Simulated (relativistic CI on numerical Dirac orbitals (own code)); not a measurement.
# Pt LIII: q coefficients and field-shift factors

Method of calculation: Dirac-Coulomb-Breit CI, separate exchange-only KLI orbitals for each configuration, derivatives by finite differences, unscaled Slater integrals, QED left out (own radial code, finite nucleus).

Configurations in the expansion (outside the closed core [Ne]): 3s²3p⁶3d⁸, 3s²3p⁵3d⁹, 3s²3p⁴3d¹⁰, 3s3p⁶3d⁹, 3p⁶3d¹⁰, 3s3p⁵3d¹⁰, 3s²3p⁶3d⁷4s, 3s²3p⁶3d⁷4p. Levels of other configurations are missing.

With x = (α/α₀)² − 1 an excitation energy changes as ω = ω₀ + qx; K = 2q/ω₀ is the relative enhancement. Terms are leading LS components, so labels can repeat. The field-shift factor is F = δν/δ⟨r²⟩ for the transition from the lowest level.

Lowest level 3s²3p⁶3d⁸ ³F4.

| Level | ω₀ (cm⁻¹) | q (cm⁻¹) | K | F (GHz/fm²) |
| --- | --- | --- | --- | --- |
| 3s²3p⁶3d⁸ ¹D2 | 78336 | 4166 | 0.106 | 0.019 |
| 3s²3p⁶3d⁸ ¹S0 | 251152 | 25250 | 0.201 | 1.93 |
| 3s²3p⁶3d⁸ ³F3 | 680419 | 713800 | 2.1 | 22.5 |
| 3s²3p⁶3d⁸ ³P2 | 763268 | 718500 | 1.88 | 22.8 |
| 3s²3p⁶3d⁸ ¹G4 | 809158 | 702900 | 1.74 | 23.2 |
| 3s²3p⁶3d⁸ ³P1 | 810027 | 725700 | 1.79 | 23.4 |
| 3s²3p⁶3d⁸ ³F2 | 1422358 | 1.429e+06 | 2.01 | 44.9 |
| 3s²3p⁶3d⁸ ³P0 | 1634702 | 1.434e+06 | 1.75 | 46.1 |
| 3s²3p⁵3d⁹ ³F°4 | 3834111 | 875400 | 0.457 | 57.9 |
| 3s²3p⁵3d⁹ ¹D°2 | 3921888 | 888800 | 0.453 | 57.3 |
| 3s²3p⁵3d⁹ ³D°3 | 4062179 | 903700 | 0.445 | 59.9 |
| 3s²3p⁵3d⁹ ¹P°1 | 4156397 | 906100 | 0.436 | 49.6 |
| 3s²3p⁵3d⁹ ³D°2 | 4652284 | 1.593e+06 | 0.685 | 80.7 |

At this charge energies of transitions that change n are usually good to better than 1 %, and those within a shell (Δn = 0) to a few per cent.
